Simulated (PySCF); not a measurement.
C4H10BN, SMILES CC1CB(N)C1.

Coordinates come from a PBE-D3(BJ)/def2-SVP optimisation. This is a generated structure with no PubChem entry under its InChIKey; it may be hypothetical. Other conformers were not sampled.

These are PBE-D3(BJ)/def2-SVP run with PySCF values and carry that method's errors.

Harmonic, unscaled wavenumbers; measured fundamentals usually lie a few per cent lower.

Computed vibrational spectrum:
| mode | ν (cm⁻¹) | IR (km/mol) | moving atoms (share of kinetic energy) |
|---|---|---|---|
| 1 | 73 | 2.5 | C 46 %, H 29 %, N 22 % |
| 2 | 235 | 1.6 | H 59 %, C 27 %, N 12 % |
| 3 | 255 | 0.9 | H 74 %, C 17 % |
| 4 | 286 | 5.8 | H 39 %, B 30 %, C 20 %, N 11 % |
| 5 | 364 | 0.6 | H 48 %, C 38 %, B 10 % |
| 6 | 405 | 0.9 | H 60 %, C 37 % |
| 7 | 504 | 134.6 | H 77 %, N 19 % |
| 8 | 506 | 0.2 | H 91 %, C 9 % |
| 9 | 547 | 17.3 | C 29 %, B 28 %, N 24 %, H 19 % |
| 10 | 695 | 0.2 | H 81 %, C 19 % |
| 11 | 705 | 3.0 | C 48 %, H 38 %, N 12 % |
| 12 | 788 | 0.2 | H 62 %, C 16 %, N 12 %, B 9 % |
| 13 | 837 | 1.6 | C 53 %, H 35 %, B 9 % |
| 14 | 865 | 0.0 | C 57 %, H 42 % |
| 15 | 880 | 2.7 | C 51 %, H 43 % |
| 16 | 921 | 0.8 | H 97 % |
| 17 | 945 | 11.1 | H 71 %, C 16 %, B 12 % |
| 18 | 1044 | 2.4 | H 56 %, C 39 % |
| 19 | 1055 | 0.0 | H 50 %, C 48 % |
| 20 | 1063 | 13.3 | H 56 %, B 23 %, C 16 % |
| 21 | 1134 | 5.2 | C 52 %, H 46 % |
| 22 | 1158 | 33.9 | H 53 %, B 24 %, C 20 % |
| 23 | 1172 | 2.9 | H 58 %, C 42 % |
| 24 | 1228 | 17.6 | H 60 %, C 31 % |
| 25 | 1297 | 18.1 | H 75 %, C 25 % |
| 26 | 1337 | 5.3 | H 72 %, C 28 % |
| 27 | 1344 | 11.3 | H 90 %, C 10 % |
| 28 | 1359 | 18.2 | H 79 %, C 11 %, B 9 % |
| 29 | 1413 | 7.3 | H 96 % |
| 30 | 1413 | 1.4 | H 96 % |
| 31 | 1427 | 56.9 | H 52 %, B 38 %, C 8 % |
| 32 | 1559 | 197.6 | H 50 %, N 26 %, B 23 % |
| 33 | 2951 | 32.5 | H 97 % |
| 34 | 2968 | 2.3 | H 93 % |
| 35 | 2969 | 19.7 | H 94 % |
| 36 | 2977 | 19.4 | H 94 % |
| 37 | 3037 | 9.0 | H 91 %, C 9 % |
| 38 | 3040 | 35.1 | H 91 %, C 9 % |
| 39 | 3042 | 47.5 | H 91 %, C 9 % |
| 40 | 3043 | 14.2 | H 91 %, C 9 % |
| 41 | 3504 | 17.0 | H 96 % |
| 42 | 3604 | 20.6 | H 91 %, N 9 % |
